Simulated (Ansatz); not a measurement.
`O=C[SiH2][SiH3]` + `C=CS` → `C=C(S)[SiH2][SiH3]` + `C=O`  (formal exchange of groups at the Si–C bond)

Program: Ansatz. Geometries: PBE0-D4/def2-TZVP. ΔE: electronic, gas phase. CCSD(T)/CBS adds triple-zeta CCSD(T) − MP2 to the extrapolated MP2 energy (def2 sets, frozen cores). This one scheme is used for every species. Functionals use def2-TZVPP. B3LYP here is the variant with VWN-RPA as its local correlation; programs differ in this. Each species was taken in one conformer, which may not be the lowest.

`O=C[SiH2][SiH3]`:

```xyz
10

O    -2.662    0.329    0.438
C    -1.775   -0.485    0.416
Si    0.035   -0.072    0.934
Si    1.247    0.411   -1.012
H    -1.989   -1.520    0.053
H     0.615   -1.273    1.598
H     0.014    1.081    1.869
H     2.673    0.664   -0.678
H     0.675    1.611   -1.675
H     1.166   -0.746   -1.943
```

`C=CS`:

Z-matrix (Å, degrees):
```
C
C 1 1.327
H 1 1.082 2 120.2
H 1 1.084 2 122.3 3 -180.0
S 2 1.751 1 123.6 3 179.8
H 2 1.084 1 120.9 3 -0.0
H 5 1.340 2 96.7 1 179.1
```

`C=C(S)[SiH2][SiH3]`:

```xyz
13

C     1.976    0.937   -0.259
C     0.793    0.775    0.335
S    -0.241    2.080    0.882
Si    0.077   -0.942    0.593
Si   -1.925   -1.175   -0.599
H     2.558    0.079   -0.575
H     2.405    1.917   -0.452
H     0.532    3.109    0.489
H     1.095   -1.918    0.121
H    -0.184   -1.169    2.041
H    -1.704   -0.854   -2.034
H    -2.418   -2.575   -0.491
H    -2.964   -0.262   -0.052
```

`C=O`:

Cartesian coordinates in Å:
```
C 0.003 0.002 -0.003
O -0.847 -0.407 0.730
H 0.088 1.076 -0.264
H 0.756 -0.670 -0.463
```

```json
{"level": "B3LYP", "ΔE (kJ/mol)": "-8.4"}
{"level": "MP2/def2-TZVPP", "ΔE (kJ/mol)": "-31.6"}
```

What does CCSD(T)/CBS give? (Best estimate.)

The calculation gave: -23.5 kJ/mol. The listed levels differ from it by 15.1, -8.1 kJ/mol.

Largest T1 diagnostic among the species: 0.016.

The D4 term adds −11.2 kJ/mol with B3LYP and −6.3 kJ/mol with PBE0; it sums over pairs of atoms, weighted by their polarisabilities, and B3LYP, whose exchange is more repulsive, gets the larger term. In def2-TZVPP, CCSD(T) changes the Hartree–Fock value by −8.9 kJ/mol (the triples alone add −1.7 kJ/mol) and MP2 by −16.0 kJ/mol.
